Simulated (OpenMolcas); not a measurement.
A calculation on Kr2+.

```
Program             : OpenMolcas 26.06
Method              : SS-CASPT2, IPEA 0.25 Eh, imaginary shift 0.1 Eh (closed shells correlated: 3d 4s)
Basis               : ANO-RCC-VQZP [7s6p4d2f1g]
Scalar Hamiltonian  : DKH2, point nucleus
Active space        : 4 electrons in 3 orbitals (4p)
State averaging     : 2S+1 = 3 even, 3 roots; 2S+1 = 1 even, 6 roots
Spin-orbit coupling : RASSI with atomic mean-field integrals over the reference wave functions, term energies averaged over their components
```

Which level of the active space comes out lowest?

4s2 4p4 3P2, with 97 % of that term; it is also the measured ground level.

How high does 4s2 4p4 3P0 lie?

5050 cm-1 above the lowest level; measured 5313 cm-1 above the ground level, so the calculation is off by -5 %.

How high does 4s2 4p4 1D2 lie?

14690 cm-1 above the lowest level; measured 14644 cm-1 above the ground level, so the calculation is off by 0 %.

How high does 4s2 4p4 1S0 lie?

33770 cm-1 above the lowest level; measured 33080 cm-1 above the ground level, so the calculation is off by +2 %.

The level at 0.0 cm-1 has J = 2. What is it made of, and what is its g factor?

97 % 4s2 4p4 3P2, 3 % 4s2 4p4 1D; g = 1.485, against 1.501 from Landé's formula for the pure leading term.

Measured values: Saloman, J. Phys. Chem. Ref. Data 36, 215 (2007).

CASPT2 does not keep the components of a term degenerate, so their means are used; among the terms shown or strongly mixed into the levels shown the widest spread is 160 cm-1 (4s2 4p4 1D). With the s shell closed, the reference lacks s² → p² mixing. Measured partners are found by configuration, term and J. A level has none where our copy of the source lacks it or the pairing is in doubt (some pairs that miss far off the trend of their configuration count as doubtful), and it then counts in no deviation. Levels of configurations outside the active space are missing.
